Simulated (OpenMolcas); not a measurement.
# Zr2+: CASPT2 settings compared

```json
{"Program": "OpenMolcas", "Basis": "ANO-R1 [6s4p3d1f]", "Scalar Hamiltonian": "X2C, finite nucleus", "Active space": "2 electrons in 10 orbitals (4d 5d)", "State averaging": "2S+1 = 3 even, 10 roots; 2S+1 = 1 even, 15 roots kept (CI in the orbitals of an earlier block)", "Spin-orbit coupling": "state interaction with AMFI integrals over the reference wave functions, term energies averaged over their components"}
```

Methods on the same reference wave functions:
A. CASSCF
B. SS-CASPT2, IPEA 0.4 Eh, sigma1 regulariser 0.1 Eh (closed shells correlated: none)
C. SS-CASPT2, IPEA 0.5 Eh, sigma2 regulariser 0.5 Eh (closed shells correlated: none)
D. XMS-CASPT2, IPEA 0.35 Eh, real shift 0.4 Eh (closed shells correlated: 4s 4p)

Energies in cm-1 above 4d2 3F2, the measured ground level; measured values from Moore, Atomic Energy Levels, vol. II, NSRDS-NBS 35 (1971 reprint of NBS Circular 467, 1952); NIST levels as listed in Rynkun, Gaigalas and Jonsson, Astron. Astrophys. 637, A10 (2020).

```csv
Level,A,B,C,D,Measured
4d2 3F2,0.0,0.0,0.0,0.0,0.0
4d2 3F3,574,602,582,587,681
4d2 3F4,1280,1307,1287,1291,1486
4d2 1D2,8297,4830,6890,6230,5742
4d2 3P0,9354,8190,8190,8030,8062
4d2 3P1,9569,8420,8420,8260,8326
4d2 3P2,10090,8840,8920,8730,8838
4d2 1G4,12626,12150,12130,11580,11049
4d2 1S0,30208,21960,24010,24670,23979
```

Deviations, from unrounded energies. A percentage is the sum of absolute deviations over the sum of measured energies, with the sign that they share, or ± where signs differ.

```json
{"Against measurement": "mean absolute deviation (cm-1)", "Levels": "8", "A": "1800", "B": "560", "C": "360", "D": "280"}
{"Against measurement": "fine structure of the ground term (%)", "Levels": "2", "A": "-14.5", "B": "-12.0", "C": "-13.8", "D": "-13.4"}
{"Against measurement": "other terms of the ground configuration (%)", "Levels": "6", "A": "+21.4", "B": "±6.5", "C": "+3.9", "D": "±2.9"}
```

D lies closest to measurement on these levels and A furthest from it. The largest miss of D in the table is 4d2 1S0, by +690 cm-1. The ranking rests on the paired levels alone, and a cruder setting can come out closer through cancelling errors.

Among B to D the level of the table that moves most is 4d2 1S0, by 2700 cm-1 (lowest in B, highest in D). Moves below CASPT2's spread within the term are not significant.

The mean deviations of B to D differ by less than CASPT2's widest spread within a term (690 cm-1), so their order carries little weight.

From A to B the spin-free energies of the other terms of 4d2 shown, above 3F, scale by factors of 0.53 to 0.96.

The lowest spin-free term lies below A's lowest term by 0.003 hartree in B, 0.003 hartree in C, 0.095 hartree in D.

Term energies are means over components that CASPT2 splits; among the terms shown or strongly mixed into the levels shown the widest spread is 690 cm-1 (4d2 3F, D). Over all roots computed the reference weight is 0.93 to 1.00 in B; the roots of lowest weight are the least certain, and an intruder state may touch them. Terms from blocks run as CI alone lack orbitals of their own. Active for correlation alone: 5d; no level in the range computed is led by a configuration that fills it, so any true level of that kind is missing. Without dynamic correlation excited terms often stand tens of per cent too high (terms of higher spin than the ground term too low), and those without a measured partner can miss by more than the paired ones (holds for A). Some levels mix across a computed gap that differs much from the measured one, so their mixing is not that of the real levels (holds for A; C). Some terms miss by over 15 % even with CASPT2, which points to a basis or an active space too small for the shells correlated (holds for B; C). Measured partners are found by configuration, term and J. A level has none where our copy of the source lacks it or the pairing is in doubt (some pairs that miss far off the trend of their configuration count as doubtful), and it then counts in no deviation. Levels of configurations outside the active space are missing.
